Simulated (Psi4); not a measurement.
Psi4 input (wB97X-D/6-311+G**):

```
memory 1500 MB

molecule {
-1 1
B    -0.91474652   -0.10148148   -0.02466265
N     0.52235394   -0.06411667    0.01039311
H    -1.26973164    1.09815991    0.00322334
H     1.12003754    0.76684294    0.04962353
H     1.06694913   -0.90877879   -0.00228534
symmetry c1
no_reorient
no_com
}

set {
  basis 6-311+G**
  reference rks
  scf_type pk
  dft_radial_points 99
  dft_spherical_points 590
  e_convergence 1e-8
  d_convergence 1e-7
  maxiter 150
}

e = energy('wb97x-d')
print_out(f'\nFINAL {e:.10f} DIPOLE {variable("CURRENT DIPOLE")[0]:.6f} {variable("CURRENT DIPOLE")[1]:.6f} {variable("CURRENT DIPOLE")[2]:.6f}\n')
```

From the last part of the output:

```
      39A      1.863145    40A      1.902563    41A      1.954874
      42A      1.969501    43A      2.019398    44A      2.204905
      45A      2.222054    46A      2.297053    47A      2.381358
      48A      2.469029    49A      2.707222    50A      2.708526
      51A      2.780461    52A      2.822558    53A      2.950583
      54A      3.014259    55A      3.098732    56A      3.263169
      57A      3.475570    58A      4.125749    59A      4.844239
      60A      5.013673    61A     14.836803    62A     35.879580

    Final Occupation by Irrep:
              A
    DOCC [     8 ]
    NA   [     8 ]
    NB   [     8 ]

  @RKS Final Energy:   -81.34982789052155

   => Energetics <=

    Nuclear Repulsion Energy =             27.1683647651755464
    One-Electron Energy =                -165.8258105541320901
    Two-Electron Energy =                  65.5725905575300345
    DFT Exchange-Correlation Energy =      -8.2644706667270338
    Empirical Dispersion Energy =          -0.0005019923679946
    VV10 Nonlocal Energy =                  0.0000000000000000
    Total Energy =                        -81.3498278905215528

Computation Completed

Properties will be evaluated at   0.000000,   0.000000,   0.000000 [a0]

Properties computed using the SCF density matrix

 Multipole Moments:

 ------------------------------------------------------------------------------------
     Multipole            Electronic (a.u.)      Nuclear  (a.u.)        Total (a.u.)
 ------------------------------------------------------------------------------------

 L = 1.  Multiply by 2.5417464519 to convert [e a0] to [Debye]
 Dipole X            :          2.7966071            0.0000000            2.7966071
 Dipole Y            :          1.4289017           -0.0000001            1.4289016
 Dipole Z            :          0.1092175            0.0000001            0.1092176
 Magnitude           :                                                    3.1424035

 ------------------------------------------------------------------------------------

FINAL -81.3498278905 DIPOLE 2.796607 1.428902 0.109218

*** Psi4 exiting successfully. Buy a developer a beer!
```

The dipole moment of an ion depends on the origin.
